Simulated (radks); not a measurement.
Results of a calculation; reference values are marked as such.
Spherical jellium clusters: N electrons in a uniform positive sphere of charge N and radius rs N^(1/3), rs = 3.73 bohr. Level of theory: non-relativistic Kohn-Sham, PBE, spin-polarised, spherical densities (a radial shooting solver with Libxc functionals). Levels are named by radial order and angular momentum (1s, 1p, 1d, 2s, ...), and open shells are averaged over m.

N = 5, configuration 1s2 1p(up 3, down 0). This is the lowest configuration that the search found. Occupied and some empty levels:

level    occupation  eigenvalue (eV)  <r> (bohr)
1s up             1          -4.8317       4.593
1s down           1          -4.0902       4.185
1p up             3          -3.1620       5.635
1p down           0          -2.1155       5.673
1d up             0          -1.2337       7.014
2s up             0         -0.90361       8.531

Energy (eV): total -8.30639, kinetic 10.205, external -123.02, Hartree 59.495, exchange-correlation -18.981, background 63.995.

Electron density:

r (bohr)  n(r) (e/bohr^3)
0.494            0.005173
1.04             0.005264
1.59             0.005386
2.15             0.005488
2.70             0.005501
3.25             0.005352
3.80             0.004988
4.35             0.004405
4.90             0.003648
5.45             0.002816
6.00             0.002011
6.55             0.001332
7.10            0.0008285
7.65            0.0004944
8.20            0.0002884
8.75            0.0001659
9.30           0.00009483
9.85           0.00005388
10.4           0.00003057
10.9           0.00001723
